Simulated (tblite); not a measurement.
C8H10P2.
Geometry (GFN2-xTB, Å), atoms numbered from 1 in this order:
```
atom  x, y, z in Å
C1    -0.2316    2.0587   -0.8236
C2     0.6878    1.0256   -0.2260
P3     2.3846    1.4325   -0.3970
C4     3.2035    0.1135    0.3717
C5     2.6582   -0.9897    0.9742
P6     0.9889   -1.4235    1.1387
C7     0.1384   -0.0993    0.3631
C8    -1.3500   -0.2191    0.3735
C9    -2.0544   -0.8135   -0.8175
C10   -2.0301   -1.5488    0.4856
H11   -0.8219    2.5432   -0.0449
H12   -0.9231    1.6025   -1.5307
H13    0.3469    2.8245   -1.3391
H14    4.2863    0.1997    0.3638
H15    3.3416   -1.7102    1.4151
H16   -1.8492    0.6201    0.8475
H17   -2.9807   -0.3661   -1.1463
H18   -1.4432   -1.1961   -1.6219
H19   -2.9410   -1.6080    1.0615
H20   -1.4161   -2.4352    0.5494
```

Method: GFN2-xTB as coded in tblite; computed harmonic values from a numerical Hessian at the method's own geometry, unscaled. This tight-binding method is rough: wavenumbers can miss measured ones by several per cent, in bad cases by 10 to 20. One conformer, not necessarily the lowest.

Harmonic wavenumbers (cm⁻¹): 50.4, 81.1, 122.3, 177.4, 195.4, 207.9, 298.9, 344.7, 352.6, 364.5, 406.9, 424.7, 539.8, 590.7, 617.6, 727.8, 751.1, 803.1, 832.2, 863.7, 886.5, 917.4, 950.0, 976.6, 1008.0, 1020.0, 1051.4, 1069.5, 1072.6, 1097.7, 1129.0, 1153.0, 1191.0, 1197.9, 1248.4, 1325.1, 1336.3, 1377.0, 1399.7, 1432.4, 1473.1, 1473.9, 1482.6, 1483.6, 2987.5, 2993.0, 3004.4, 3007.9, 3012.0, 3014.6, 3078.1, 3079.9, 3085.8, 3102.7.

A = 1578, B = 868.3, C = 586.2 MHz; mass 168.026 u (most abundant isotopes); point group C1, symmetry number 1.

**Question.** Zero-point energy?

**Answer.** ½Σν̃ = 33936 cm⁻¹ = 405.96 kJ/mol.

**Question.** What is S at 200 K and 1 bar for an ideal gas of classical rigid rotors and harmonic oscillators?

**Answer.** Translation 164.46, rotation 122.09, vibration 75.98: S = 362.5 J/(mol K).

**Question.** And Cp and H(200 K) − H(0)?

**Answer.** Cp = 123.30 J/(mol K), of which vibrations give 90.04 (their classical limit is 54 R = 449.0); H(200 K) − H(0) = 15.28 kJ/mol without the zero-point energy, 8.62 from vibrations.

**Question.** What must be added to the electronic energy to get the Gibbs energy at 200 K and 1 bar?

**Answer.** ZPE + [H(200 K) − H(0)] − T·S = 405.96 + 15.28 − 72.51 = 348.73 kJ/mol.

**Question.** Blend soft modes into free rotors: weight 1/[1 + (100 cm⁻¹/ν̃)⁴] for the oscillator and the rest for a rotor with moment μB/(μ + B), μ = h/(8π²ν), B = 10⁻⁴⁴ kg m². What vibrational entropy results?

**Answer.** 71.62 J/(mol K) in place of 75.98, which changes −T·S at 200 K by +0.87 kJ/mol.

**Question.** Which modes carry the vibrational entropy at 200 K?

**Answer.** 50.4 cm⁻¹: 16.80; 81.1 cm⁻¹: 12.91; 122.3 cm⁻¹: 9.64; 177.4 cm⁻¹: 6.83; 195.4 cm⁻¹: 6.14; 207.9 cm⁻¹: 5.70 J/(mol K); the other 48 give 17.96 together.

Hindered rotation and anharmonicity are outside this model. Other conformers, if any are populated, would add a mixing term that is left out. The structure is chiral; the term R ln 2 for an equal mix with its mirror image is left out.
